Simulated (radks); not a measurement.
Problem. The mean radii <r> (bohr) of the occupied orbitals of an atom or ion are listed with their occupations. Calculated with a radial shooting solver on a logarithmic mesh with Libxc functionals: Dirac Kohn-Sham, PBE, spin-unpolarised, spherical densities, point nucleus.

orbital  occ.      <r>
1s1/2       2  0.04700
2s1/2       2   0.2098
2p1/2       2   0.1812
2p3/2       4   0.1848
3s1/2       2   0.6239
3p1/2       2   0.6392
3p3/2       4   0.6498
3d3/2       4   0.7218
3d5/2       6   0.7266
4s1/2       1    1.849

Name the element and its charge. Open shells, if any, are shared by 2j + 1.

Solution. Z = 32, germanium, charge +3: Ge3+ in [Ar] 3d10 4s1. The 1s radius gives Z: for a bare nucleus <r> = (2 gamma + 1)/(2Z) with gamma = sqrt(1 - (Z/c)^2), 0.04601 bohr for Z = 32, and screening makes it slightly larger (0.04700 here). The occupations add up to 29, and the charge is Z minus that.
